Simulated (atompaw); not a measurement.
# tin: one change to a PAW (atompaw) potential, before and after

atompaw 4.2.0.5 input, output lines left out:

```
Sn 50
LDA-PW scalarrelativistic loggrid 1500 logderivrange -4 5 226
5 5 4 0 0 0
5 1 1.75
0 0 0
c
c
c
c
v
c
c
c
v
c
v
2
3.00 2.40 2.10 1.90
y
2.15
n
y
0.05
n
y
-0.45
n
custom rrkj vanderbiltortho besselshape
bessel
3.00
1.80
3.00
3.00
1.35
1.35
```

Change: all radii scaled by about 0.84 (s 2.52, p 2.52, d 1.14 bohr); local potential bessel scheme, radius 1.78 bohr; augmentation besselshape compensation charge, radius 2.02 bohr; PAW radius 2.52 bohr; waves and projectors: custom rrkj vanderbiltortho; core correction smooth core density matched at 1.60 bohr.

Cutoffs: the cutoffs (Ry, on a coarse ladder) from which the occupation-weighted sum of valence levels, in a spherical-Bessel basis at the reference potential, stays within 10 and 1 mRy of its value at 400 Ry; they do not see the model core or the augmentation charge, which bear on the density cutoff.

Question: What does the change do?

Answer: The potential gets harder (80 Ry and 140 Ry → 110 Ry and 180 Ry); neither file shows a bound ghost. A smaller radius makes the pseudo-wave follow the all-electron one further in, where it bends more sharply, so more plane waves are needed.

| quantity | base | changed |
| --- | --- | --- |
| cutoff, loose | 80 Ry | 110 Ry |
| cutoff, tight | 140 Ry | 180 Ry |
| loose cutoff by channel (10 mRy a level) | s 6 Ry, p 6 Ry, d 50 Ry | s 6 Ry, p 6 Ry, d 70 Ry |
| bound ghosts | none | none |
| lowest overlap eigenvalue by channel | s 0.46, p 0.65, d 1.00 | s 0.06, p 0.57, d 0.99 |

 The cutoffs see the waves, projectors and local potential, not the compensation charge or the core.
